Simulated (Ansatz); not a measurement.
Species: C₄H₈Si, SMILES `C=C=[Si](C)C` (charge 0, multiplicity 1).

Give a relaxed geometry from B3LYP-D3(BJ)/def2-TZVP run with Ansatz (an electronic-structure program).

the end point of this relaxation (outside a Z-matrix the atoms follow the SMILES, hydrogens last).
Cartesian coordinates (Å) in one orientation:
```xyz
13

C      2.701    -0.375     0.547
C      1.430    -0.198     0.290
Si    -0.203     0.028    -0.041
C     -1.533    -0.912     0.871
C     -0.787     1.234    -1.341
H      3.233     0.212     1.295
H      3.305    -1.119     0.028
H     -2.208    -0.231     1.394
H     -1.080    -1.580     1.603
H     -2.135    -1.509     0.182
H      0.069     1.722    -1.806
H     -1.430     2.002    -0.905
H     -1.362     0.726    -2.118
```
